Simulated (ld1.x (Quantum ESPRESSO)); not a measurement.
## Pseudopotential generation for europium (Eu): TM, PBE, scalar-relativistic.

Input for ld1.x (Quantum ESPRESSO) 7.5:

```
&input
   title='Eu', zed=63., rel=1, dft='PBE', iswitch=3,
   config='[Xe] 4f7 5d0 6s2 6p0',
   nld=4, rlderiv=4.00, eminld=-4.0, emaxld=5.0, deld=0.02
 /
 &inputp
   pseudotype=2, tm=.true., lloc=-1, rcloc=2.65,
   nlcc=.true.,
   file_pseudopw='Eu.UPF', file_wfcaegen='ae.wfc', file_wfcncgen='nc.wfc', file_beta='beta', file_chi='chi'
 /
4
6S  1  0   2.00   0.00  3.70  3.70  0.0
5P  2  1   6.00   0.00  1.45  1.45  0.0
5D  3  2   0.00   0.00  3.30  3.30  0.0
4F  4  3   7.00   0.00  0.75  0.75  0.0
 &test
   configts(1)='4f7 5p6 5d0 6s2 6p0'
 /
```

Command:

```bash
ld1.x < Eu.in > Eu.out
```

Output (shortened: banner, matrices, multipoles, cross overlaps and the repeated all-electron block are left out):

```
[... start of the log left out ...]
     s(6P/6P) =  1.000000  <r> =   6.0331  <r2> =   41.9713  r(max) =   4.9252

     ------------------------ End of All-electron run ------------------------

     --------------------- Generating NC pseudopotential ---------------------

      Generating local potential from pseudized AE potential:
      Matching radius rcloc =   2.6500

      Local pseudo, rcloc= 2.669 Estimated cut-off energy=     3.50 Ry

      Computing core charge for nlcc:

       r > 0.90 : true rho core
       r < 0.90 : rho core = a sin(br)/r    a=  28.94  b=   2.92

      Integrated core pseudo-charge :  13.35

      Wfc   6S  rcut= 3.695  Using Troullier-Martins method

      Wfc   5P  rcut= 1.465  Using Troullier-Martins method

      Wfc   5D  rcut= 3.260  Using Troullier-Martins method

      Wfc   4F  rcut= 0.746  Using Troullier-Martins method

     ------------------- End of pseudopotential generation -------------------

     Computing logarithmic derivative in   4.00737

 %%%%%%%%%%%%%%%%%%%%%%%%%%%%%%%%%%%%%%%%%%%%%%%%%%%%%%%%%%%%%%%%%%%%%%%%%%%%%%
     Error in routine run_pseudo (1):
     Errors in PS-KS equation
 %%%%%%%%%%%%%%%%%%%%%%%%%%%%%%%%%%%%%%%%%%%%%%%%%%%%%%%%%%%%%%%%%%%%%%%%%%%%%%

     stopping ...
```

The run stopped because the pseudo-atom solver did not find the valence states with the expected number of nodes, which is the usual sign of a ghost state.

The run took about 1.1 s on one core of a shared server CPU.
